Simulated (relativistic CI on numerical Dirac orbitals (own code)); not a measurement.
Fe2+ in a cubic cluster: 3p photoemission with charge transfer

Computed with a charge-transfer multiplet model of a cubic metal-ligand cluster with up to 3 ligand holes, Slater and spin-orbit integrals from Dirac-Coulomb-Breit ions, Slater integrals scaled by 0.9. The ground state mixes d6 with configurations of k ligand holes L, whose averages lie at kΔ + k(k − 1)U_dd/2; a core hole lowers each added d electron by U_cd. 300 K, Lorentzian 0.9 eV and Gaussian 0.8 eV FWHM.

Atomic integrals in eV (Slater integrals scaled, ζ unscaled), ground: F2dd 9.813, F4dd 6.093, zeta_d 0.049; with the core hole: F2dd 10.846, F4dd 6.781, zeta_d 0.055, zeta_core 1.015, F2cd 11.698, G1cd 14.487, G3cd 8.823.

Cluster parameters (eV): Δ = 3.2, U_dd = 5.7, U_cd = 7, 10Dq(ligand) = 1.6, V(eg) = 2.2, V(t2g) = -0.95, final-state hopping factor = 1.

```
         Case   n_d    d6   d7L  d8L2  d9L3     S
  10Dq = 1 eV  6.37  0.66  0.31  0.03  0.00  1.56
10Dq = 1.3 eV  6.55  0.51  0.43  0.06  0.00  0.03
10Dq = 1.9 eV  6.52  0.54  0.41  0.05  0.00  0.01
```

Weights, n_d and S are thermal averages at 300 K. Binding energies count from the first peak over 30 % of the highest in each spectrum, which can be another peak from case to case. The parameters are a model scan and need not match a compound or its usual spin state. Peaks in eV (height, largest 100):
- 10Dq = 1 eV: 0.0 (100), 3.7 (47), 7.3 (55), 11.6 (21), 13.1 (21), 19.6 (21), 22.0 (12), 25.4 (13), 29.8 (8)
- 10Dq = 1.3 eV: 0.0 (100), 7.5 (57), 13.0 (22), 18.0 (12), 22.3 (6)
- 10Dq = 1.9 eV: 0.0 (100), 7.5 (55), 12.6 (20), 18.3 (11), 22.7 (5)

For the case 10Dq = 1 eV, Δ = 3.2 eV is smaller than U_dd = 5.7 eV, the charge-transfer side of the Zaanen-Sawatzky-Allen scheme. With the core hole the average of the configuration with one ligand hole lies at Δ − U_cd = -3.8 eV before mixing: the effective hopping of about 3.5 eV (from the holes of the mixed ground state) is comparable with this gap or larger, so the configurations mix strongly. The thermal average of S changes within this range, from 1.6 to 0.0; a value between half-integers is an average over states of different spin.
